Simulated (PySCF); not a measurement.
# Exercise with solution: dipole moment from atomic charges

Se(Br)(GeH3) (BrGeH3Se), SMILES [GeH3][Se]Br. Atoms are numbered in the order given.

```xyz
6

Se     0.1137    -0.0715     1.0805
Br     0.4077    -1.6122    -0.6362
Ge    -0.5075     1.6517    -0.3902
H     -0.7865     2.8621     0.5122
H      0.6555     1.9234    -1.3479
H     -1.7632     1.2181    -1.1509
```

Coordinates come from a ωB97X-D3(BJ)/def2-SVP optimisation. The structure was generated by enumeration, and PubChem lists no compound with its InChIKey, so it may never have been made.

Charges (e) from PBE/def2-TZVPD in PySCF:

| atom | IAO | ESP fit |
|---|---|---|
| Se1 | -0.036 | -0.039 |
| Br2 | -0.130 | -0.062 |
| Ge3 | 0.340 | 0.023 |
| H4 | -0.059 | 0.053 |
| H5 | -0.058 | 0.012 |
| H6 | -0.057 | 0.013 |

The dipole moment of the full density is 1.61 D.

Question: What dipole moment does each set of point charges give, and which comes closer to that of the density?

Answer: 
μ = Σ q r, and 1 e Å = 4.8032 D.
IAO: Σ q r = (-0.121, 0.424, 0.025) e Å, |μ| = 2.12 D.
ESP fit: Σ q r = (-0.098, 0.331, -0.016) e Å, |μ| = 1.66 D.
ESP fit comes closer in size. Point charges leave out the atoms' own dipoles (lone pairs, polarised bonds); fits to the potential absorb them, partitions of the density don't.
